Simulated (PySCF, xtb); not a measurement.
C2H9BOSi, SMILES COB(C)[SiH3].

The structure is a stationary point at B3LYP-D3(BJ)/def2-SVP. The structure was generated by enumeration, and PubChem lists no compound with its InChIKey, so it may never have been made. One conformer was computed; it need not be the lowest.

The numbers are results of IEF-PCM-ωB97X/def2-SVP run with PySCF, not measurements.

The values are the electrostatic part of the solvation free energy, E(continuum) − E(gas) at the gas-phase geometry, in a cavity of scaled van der Waals radii (PySCF's table); cavitation and dispersion terms are not included. In vacuum the orbital gap is 11.49 eV. The dipole moment in vacuum is 1.33 D.

Computed values in water (ε = 78.36), dichloromethane (ε = 8.93), ethylethanoate (ε = 5.99):
```json
[
 {"solvent": "water", "ε": "78.36", "ΔG(elec) (kcal/mol)": "-2.2", "dipole (D)": "1.55", "gap (eV)": "11.55"},
 {"solvent": "dichloromethane", "ε": "8.93", "ΔG(elec) (kcal/mol)": "-1.9", "dipole (D)": "1.52", "gap (eV)": "11.54"},
 {"solvent": "ethylethanoate", "ε": "5.99", "ΔG(elec) (kcal/mol)": "-1.7", "dipole (D)": "1.51", "gap (eV)": "11.53"}
]
```

For comparison, GFN2-xTB/ALPB(water) (xtb, at the GFN2-xTB geometry, all terms of that model) gives -1.5 kcal/mol.
